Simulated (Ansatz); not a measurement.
Ga(NH2Me)H3 (CH₈GaN), relaxed as a singlet with RKS PBE-D4/def2-SVP in Ansatz, starting from the GFN1-xTB geometry. Force threshold 0.02 eV/Å.

Start:

Cartesian coordinates in Å:
```
Ga -1.2633 0.4708 1.1321
N 0.6718 -0.0014 0.1758
C 0.6453 -0.4464 -1.2235
H 1.1442 -0.7216 0.7115
H 1.2774 0.8109 0.2216
H 1.6602 -0.6408 -1.5819
H 0.0533 -1.3583 -1.2992
H 0.1851 0.3265 -1.8385
H -1.9515 -0.9116 0.9779
H -1.7205 1.6205 0.1949
H -0.7019 0.8514 2.5294
```

(1) Estimate the energy that the relaxation releases and the steps that it takes.

(2) Does the start keep its bonding and symmetry?

(3) Predict the relaxed structure.

Results:

(1) 0.10 eV, in 5 steps; 6 s on 4 threads of Arm Neoverse V1 on a shared host. No frequencies were taken in this run, so the end may be a saddle point.

(2) By distances, no bond broke or formed. The bond that changes most is Ga1–N2, from 2.21 to 2.16 Å (atoms count from 1). Point group Cs at the start, Cs at the end, both within 0.05 Å.

(3) 
| atom | x (Å) | y (Å) | z (Å) |
| --- | --- | --- | --- |
| Ga1 | -1.215 | 0.453 | 1.093 |
| N2 | 0.696 | 0.003 | 0.198 |
| C3 | 0.620 | -0.438 | -1.206 |
| H4 | 1.145 | -0.714 | 0.785 |
| H5 | 1.278 | 0.847 | 0.287 |
| H6 | 1.615 | -0.662 | -1.645 |
| H7 | -0.013 | -1.343 | -1.265 |
| H8 | 0.129 | 0.352 | -1.806 |
| H9 | -1.895 | -0.976 | 0.910 |
| H10 | -1.662 | 1.618 | 0.104 |
| H11 | -0.699 | 0.858 | 2.545 |
Bond lengths: 1 × Ga–N 2.16 Å; 1 × C–N 1.47 Å; 3 × Ga–H 1.59 Å; 3 × C–H 1.11 Å; 2 × H–N 1.03 Å.
